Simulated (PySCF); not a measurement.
## MZn cations for M along the halogens

MP2 with triple-zeta basis sets in PySCF, for the lowest determinant that a PBE0 search found; no spin–orbit coupling. De refers to high-spin ground-configuration atoms (the charge goes to the atom of lower measured ionisation energy or higher electron affinity, which is not always the lowest computed limit).

```
 M        basis  reference, frozen orbitals  charged atom  state (unpaired electrons)  Re (Å)  ωe (cm⁻¹)  De (eV)
 F  def2-TZVPPD                      RHF, 6           Zn+      singlet (closed shell)   1.706        735     3.15
Br  def2-TZVPPD                     RHF, 14           Zn+      singlet (closed shell)   2.175        354     2.40
```

**Question.** The row for M = Cl is missing. Estimate Re, ωe and De as the mean of the rows for F and Br, and compare with the calculation.

**Answer.** The means are 1.940 Å, 544 cm⁻¹ and 2.77 eV. RHF-MP2 in def2-TZVPPD gives ZnCl⁺ as a singlet (closed shell) with Re = 2.043 Å, ωe = 481 cm⁻¹, De = 2.59 eV, so the estimate is off by -10.2 pm, +13 % and +0.18 eV.

Correlated steps freeze the inner cores (6 to 14 orbitals); shallow outer-core shells are correlated. For an ion De counts to the pair picked by the measured ionisation energies or electron affinities, which need not be the lowest pair at this level. Where the molecule has an RHF reference, its open-shell atoms are computed with UHF.
